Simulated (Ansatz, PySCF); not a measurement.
Pair of molecules: HF (SMILES F) (first 2 atoms) with H2 (SMILES [H][H]); geometry from B3LYP-D3(BJ)/def2-TZVP, rigid monomers moved along the line of their centres of mass till H2···H3 is 3.53 Å.
(charge 0, multiplicity 1):
```xyz
4

F      0.06905     0.09157    -0.12666
H      0.10901     0.08216     0.79901
H      0.63738     0.06323     4.29395
H     -0.10722     0.02483     4.32683
```

Interaction energies are E(AB) − E(A) − E(B) at the monomers' geometry in the complex; basis-set methods are counterpoise corrected.

Correlated levels freeze the cores. CBS(a, b) extrapolates the correlation energy as X⁻³ and adds the Hartree–Fock energy of set b.

Run with Ansatz (an electronic-structure program) with Gaussian orbitals; PySCF for the dispersion terms. 

PBE/def2-TZVPPD gives -8.5 meV for the interaction energy.

Q: Where do these levels fall relative to PBE: PBE-D3(BJ)/def2-TZVPPD, r2SCAN/def2-TZVPPD, B3LYP/def2-TZVPPD, wB97M-V/def2-TZVPPD, MP2/CBS(aug-cc-pVTZ, aug-cc-pVQZ), CCSD(T)/CBS(aug-cc-pVTZ, aug-cc-pVQZ).

A: PBE-D3(BJ)/def2-TZVPPD -2.3; r2SCAN/def2-TZVPPD 2.5; B3LYP/def2-TZVPPD 3.7; wB97M-V/def2-TZVPPD 0.2; MP2/CBS(aug-cc-pVTZ, aug-cc-pVQZ) 0.3; CCSD(T)/CBS(aug-cc-pVTZ, aug-cc-pVQZ) 0.2 meV. 5 of 6 lie above PBE; the widest gap is to B3LYP/def2-TZVPPD.
